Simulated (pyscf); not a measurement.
# HO–Sc(OH)–SH, singlet

Gas-phase minimum from PySCF at ωB97X-D3(BJ)/def2-SVP, one conformer. 

SMILES: [OH][Sc]([OH])[SH]
```xyz
7

O      1.6497    -0.8040    -0.4604
Sc     0.2838     0.2123     0.2420
O      0.0458     2.0004    -0.1478
S     -1.2920    -0.8145     1.7485
H      2.3991    -1.2074    -0.9011
H      0.1314     2.8898    -0.4946
H     -1.9450     0.3623     1.8609
```

Bonds (Å): O1–Sc2 1.842, O1–H5 0.958, Sc2–O3 1.846, Sc2–S4 2.410, O3–H6 0.958, S4–H7 1.351. Bond angles (°): Sc2–O1–H5 171.0, O1–Sc2–O3 123.3, O1–Sc2–S4 119.2, O3–Sc2–S4 117.4, Sc2–O3–H6 164.6, Sc2–S4–H7 89.8.

Properties at ωB97X-D3(BJ)/def2-SVP:

```
Quantity                                                                                                                                                                                          Value
---------------------------------------------------------------------------------------------------------------------  --------------------------------------------------------------------------------
Harmonic wavenumbers, unscaled                                                                                         90, 116, 153, 204, 259, 321, 379, 395, 399, 481, 747, 794, 2737, 4001, 4006 cm⁻¹
Zero-point energy                                                                                                                                                                         21.6 kcal/mol
Rotational symmetry number                                                                                                                                                                            1
Entropy of this conformer at 298 K and 1 atm, rigid rotor and harmonic oscillator, modes under 100 cm⁻¹ raised to 100                                                                   358.2 J/(mol K)
Dipole moment                                                                                                                                                                                    4.13 D
```

Single-point totals, which compare only within one level (frozen core for MP2 and CC):

```
level                   total energy (hartree)
----------------------  ----------------------
ωB97X-D3(BJ)/def2-TZVP             -1311.44350
PBE/def2-TZVP                      -1310.86863
r²SCAN/def2-TZVP                   -1311.28710
B3LYP-D3(BJ)/def2-TZVP             -1311.46563
PBE0-D3(BJ)/def2-TZVP              -1310.92951
M06-2X/def2-TZVP                   -1311.31665
ωB97M-D3(BJ)/def2-TZVP             -1311.53703
HF/def2-TZVPP                      -1309.04932
MP2/def2-TZVPP                     -1310.01424
CCSD/def2-TZVPP                    -1310.04354
CCSD(T)/def2-TZVPP                 -1310.08329
```

Soft torsions are taken as harmonic, which can shift the entropy by several J/(mol K). The CCSD(T) − MP2 part came from Ansatz, without density fitting, on the same reference. The frozen core leaves the outer d or s,p core shells of the metals and heavy elements correlated in the MP2 and CC values, and def2-TZVPP describes them poorly, so these totals are far from the basis limit.
